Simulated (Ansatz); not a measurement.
Geometry optimisation, RKS PBE-D4/def2-SVP in Ansatz.

Input:

```yaml
crystal:
  periodic: [false, false, false]
  atoms:
    - { symbol: Ge, position_ang: [-0.117304, -0.107601, 0.003593] }
    - { symbol: O, position_ang: [-0.162526, -0.165142, 1.781629] }
    - { symbol: H, position_ang: [-1.070486, -0.315949, 2.108854] }
    - { symbol: H, position_ang: [1.328797, 0.026477, -0.479851] }
    - { symbol: Cl, position_ang: [-1.49588, 1.36826, -0.75065] }
    - { symbol: F, position_ang: [-0.774495, -1.63937, -0.527912] }
    - { symbol: Br, position_ang: [1.622811, 2.758747, 1.326052] }
    - { symbol: H, position_ang: [0.889984, 1.735279, 2.153085] }
basis:
  gaussian: { orbitals: def2-SVP }
hamiltonian:
  xc: pbe
  dispersion: d4
relax:
  f_tol: 0.03
  max_steps: 50
output:
  orbitals: {}
```

Run as:

```bash
$ ansatz run input.yaml --threads 4 --pin off --max-ram 5120MiB --backend cpu --events-out ev --progress --plain --runs-dir out
```

Task: Where does it end, and by what steps?

Result: The run converged. The force dipped under the threshold on the way, but the program's further checks kept it going. After 14 steps the energy has fallen by 0.107 eV; Br7 moved furthest, 0.60 Å.

| step | energy less start (eV) | largest force component (eV/Å) | accepted |
| --- | --- | --- | --- |
| 0 | 0.0000 | 0.773 | yes |
| 1 | -0.0395 | 0.274 | yes |
| 2 | -0.0777 | 0.526 | yes |
| 3 | -0.0904 | 0.282 | yes |
| 4 | -0.0998 | 0.065 | yes |
| 5 | -0.1036 | 0.052 | yes |
| 6 | -0.1028 | 0.171 | no |
| 7 | -0.1042 | 0.025 | yes |
| 8 | -0.1056 | 0.042 | yes |
| 9 | -0.1061 | 0.072 | yes |
| 10 | -0.1066 | 0.044 | yes |
| 11 | -0.1070 | 0.018 | yes |
| 12 | -0.1073 | 0.037 | yes |
| 13 | -0.1074 | 0.037 | yes |
| 14 | -0.1074 | 0.028 | yes |

```xyz
8
Properties=species:S:1:pos:R:3
Ge -0.181 -0.139 -0.101
O -0.130 0.074 1.679
H -1.021 0.099 2.081
H 1.221 0.134 -0.658
Cl -1.748 1.083 -0.925
F -0.649 -1.795 -0.398
Br 1.799 2.685 1.899
H 0.929 1.519 2.038
```

Whether the end is a true minimum wasn't checked by a vibrational analysis.

Run time: 31 s on 4 threads of Intel(R) Xeon(R) Platinum 8259CL CPU @ 2.50GHz (Skylake/Cascade Lake) (shared host), peak memory 0.22 GiB.
